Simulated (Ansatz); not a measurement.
Species: sum formula BNH3, net charge 1, singlet state. It need not be the lowest isomer of its formula. 
Coordinates optimised at B3LYP-D3(BJ)/def2-TZVP (Ansatz, a program for electronic structure):
SMILES: [NH2+]=B
```xyz
5

B      0.7546     0.2085     0.0423
N     -0.5076    -0.1403    -0.0284
H      1.8793     0.5193     0.1053
H     -1.2805     0.5223     0.0551
H     -0.8187    -1.1024    -0.1727
```
Charge +1, spin multiplicity 1.

Quantity: vertical electron affinity (to the doublet state of charge +0; a negative value means that the extra electron is unbound and the number depends on the basis; each state is the SCF solution reached for its spin), in eV. Cores are frozen in the correlated levels unless marked. UHF or UKS for open shells. Spin-orbit coupling is left out. No relativistic terms. CBS marks a two-point X^-3 extrapolation of the correlation energy; Hartree-Fock from the larger set.

```json
[
 {"level": "HF/aug-cc-pVQZ", "program": "Ansatz", "vertical electron affinity (eV)": "5.56"},
 {"level": "wB97M-V/def2-TZVPD", "program": "Ansatz", "vertical electron affinity (eV)": "6.13"},
 {"level": "wB97X/def2-TZVPD", "program": "Ansatz", "vertical electron affinity (eV)": "6.18"},
 {"level": "MP2/aug-cc-pVDZ", "program": "Ansatz", "vertical electron affinity (eV)": "5.98"}
]
```

**Question.** Estimate the value at CCSD(T)/CBS(def2-TZVPPD,def2-QZVPPD) as computed with Ansatz.

**Answer.** 6.19 eV
